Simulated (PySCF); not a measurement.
silanone (H₂OSi), SMILES [SiH2]=O.

Geometry: B3LYP-D3(BJ)/def2-TZVP.

Two levels are set side by side: TDDFT-PBE/def2-TZVPD (PySCF) and EOM-CCSD/aug-cc-pVDZ (PySCF). Vertical, same geometry; the bases differ. Differences are taken from unrounded values.

```json
[
 {"quantity": "lowest singlet excitation (eV)", "EOM-CCSD": "4.18"},
 {"quantity": "lowest triplet excitation (TDA for PBE) (eV)", "EOM-CCSD": "3.96"}
]
```

### Question
What does TDDFT-PBE give, and how far is it from EOM-CCSD? (The exact figures need the calculation; the answer reports its results.)

### Answer

```json
[
 {"quantity": "lowest singlet excitation (eV)", "TDDFT-PBE": "3.74", "TDDFT-PBE minus EOM-CCSD": "-0.44"},
 {"quantity": "lowest triplet excitation (TDA for PBE) (eV)", "TDDFT-PBE": "3.37", "TDDFT-PBE minus EOM-CCSD": "-0.59"}
]
```

A lower first singlet is the usual sign of a functional without exact exchange. Differences between two approximate levels are no errors against the true value.

Rough cost on one machine, each run with all the roots and properties that it gave: EOM-CCSD against TDDFT-PBE about 4 times.
